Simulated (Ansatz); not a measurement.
Start from `[GeH3][SeH]` and change one atom or group to get `[CH3][GeH2][SeH]`.

Ansatz, PBE0-D4/def2-TZVP geometries, multiplicity 1. Each molecule was computed in one conformer, which needn't be the lowest.

Scalar relativity is left out up to krypton.

```
                                          property  `[GeH3][SeH]`
                 HOMO energy (PBE/def2-TZVPP) / eV          -5.80
    zero-point energy (PBE0-D4/def2-TZVP) / kJ/mol           81.8
             HOMO energy (ωB97M-V/def2-TZVPP) / eV          -9.11
              HOMO–LUMO gap (PBE0/def2-TZVPP) / eV           6.63
    size of the dipole moment (PBE/def2-TZVPP) / D           1.03
size of the dipole moment (ωB97M-V/def2-TZVPP) / D           1.15
```

(1) What does the change do to each property? (Best estimate.)

Answers

(1) Ansatz gave: 
```
                                          property  `[CH3][GeH2][SeH]`  shift
                 HOMO energy (PBE/def2-TZVPP) / eV               -5.65   0.15
    zero-point energy (PBE0-D4/def2-TZVP) / kJ/mol               158.7   76.9
             HOMO energy (ωB97M-V/def2-TZVPP) / eV               -8.96   0.15
              HOMO–LUMO gap (PBE0/def2-TZVPP) / eV                6.81   0.18
    size of the dipole moment (PBE/def2-TZVPP) / D                1.72   0.69
size of the dipole moment (ωB97M-V/def2-TZVPP) / D                1.79   0.64
```

With PBE0 the HOMO rises by 0.16 eV and the LUMO rises by 0.34 eV, so the gap widens by about 0.18 eV. PBE moves the HOMO by 0.15 eV and ωB97M-V by 0.15 eV. The zero-point energy changes by 76.9 kJ/mol with +9 modes. Dipoles are sizes alone; their direction can turn.

Spin–orbit coupling is left out; it splits and shifts lone-pair levels of the heavy atoms by tenths of an eV.
